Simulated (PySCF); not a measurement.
## SMILES C=CC1=NCC[C@@H]1C#N, C7H8N2

Molfile (atoms numbered from 1):
```
C7H8N2
     RDKit          3D

 17 17  0  0  0  0  0  0  0  0999 V2000
    2.6974   -0.0457   -0.0772 C   0  0  0  0  0  0  0  0  0  0  0  0
    1.7608    0.8834    0.0799 C   0  0  0  0  0  0  0  0  0  0  0  0
    0.3416    0.6484   -0.0608 C   0  0  0  0  0  0  0  0  0  0  0  0
   -0.5248    1.5416    0.1677 N   0  0  0  0  0  0  0  0  0  0  0  0
   -1.8570    1.0533   -0.0290 C   0  0  0  0  0  0  0  0  0  0  0  0
   -1.7522   -0.4009   -0.5556 C   0  0  0  0  0  0  0  0  0  0  0  0
   -0.2411   -0.7016   -0.5010 C   0  0  2  0  0  0  0  0  0  0  0  0
    0.0722   -1.7239    0.4610 C   0  0  0  0  0  0  0  0  0  0  0  0
    0.2994   -2.5293    1.2408 N   0  0  0  0  0  0  0  0  0  0  0  0
    3.7406    0.1848    0.0511 H   0  0  0  0  0  0  0  0  0  0  0  0
    2.4651   -1.0696   -0.3201 H   0  0  0  0  0  0  0  0  0  0  0  0
    2.0196    1.9003    0.3387 H   0  0  0  0  0  0  0  0  0  0  0  0
   -2.3841    1.1113    0.9274 H   0  0  0  0  0  0  0  0  0  0  0  0
   -2.3713    1.7173   -0.7280 H   0  0  0  0  0  0  0  0  0  0  0  0
   -2.1247   -0.4758   -1.5762 H   0  0  0  0  0  0  0  0  0  0  0  0
   -2.3188   -1.0901    0.0693 H   0  0  0  0  0  0  0  0  0  0  0  0
    0.1704   -0.9915   -1.4727 H   0  0  0  0  0  0  0  0  0  0  0  0
  1  2  2  0
  2  3  1  0
  3  4  2  0
  4  5  1  0
  5  6  1  0
  6  7  1  0
  7  8  1  0
  8  9  3  0
  7  3  1  0
  1 10  1  0
  1 11  1  0
  2 12  1  0
  5 13  1  0
  5 14  1  0
  6 15  1  0
  6 16  1  0
  7 17  1  6
M  END
```

Computed with PySCF, GIAO BHandHLYP/pcSseg-1 magnetisability, rotational g tensor and spin-rotation constants, non-relativistic, gas phase. Geometry: GFN2-xTB.

Q: Give the nuclear spin-rotation constants along the inertial axes (H = +C I·J) beside the isotropic shieldings.

A: Rotational constants 2.1840, 1.7320, 1.0794 GHz. A star marks the isotopologue with that one atom substituted, in its own axes.
| atom | isotope | Caa (kHz) | Cbb (kHz) | Ccc (kHz) | mean (kHz) | σ (ppm) |
| --- | --- | --- | --- | --- | --- | --- |
| N4 | 14N | 0.761 | 0.312 | 0.086 | 0.387 | -135.1 |
| N9 | 14N | 0.381 | 0.235 | 0.189 | 0.268 | -41.3 |
| H10 | 1H | 0.097 | -0.088 | -0.122 | -0.037 | 25.7 |
| H11 | 1H | -0.192 | 0.093 | -0.091 | -0.063 | 25.6 |
| H12 | 1H | -0.224 | 0.131 | -0.083 | -0.059 | 24.9 |
| H13 | 1H | -0.154 | -0.174 | 0.026 | -0.101 | 27.4 |
| H14 | 1H | -0.002 | -0.129 | -0.079 | -0.070 | 27.5 |
| H15 | 1H | -0.186 | -0.187 | 0.006 | -0.122 | 29.6 |
| H16 | 1H | -0.214 | -0.002 | -0.097 | -0.104 | 29.6 |
| H17 | 1H | -0.224 | -0.184 | 0.032 | -0.126 | 28.5 |
| C1 | 13C* | 0.843 | 0.693 | 0.186 | 0.574 | 50.4 |
| C2 | 13C* | 0.793 | 0.744 | 0.207 | 0.581 | 45.6 |
| C3 | 13C* | 0.834 | 0.802 | 0.307 | 0.648 | 14.5 |
| C5 | 13C* | 0.428 | 0.328 | 0.265 | 0.340 | 122.4 |
| C6 | 13C* | 0.296 | 0.275 | 0.209 | 0.260 | 154.4 |
| C7 | 13C* | 0.343 | 0.266 | 0.197 | 0.269 | 153.1 |
| C8 | 13C* | 0.703 | 0.427 | 0.380 | 0.503 | 59.8 |

For the geometry as given, no vibrational averaging.
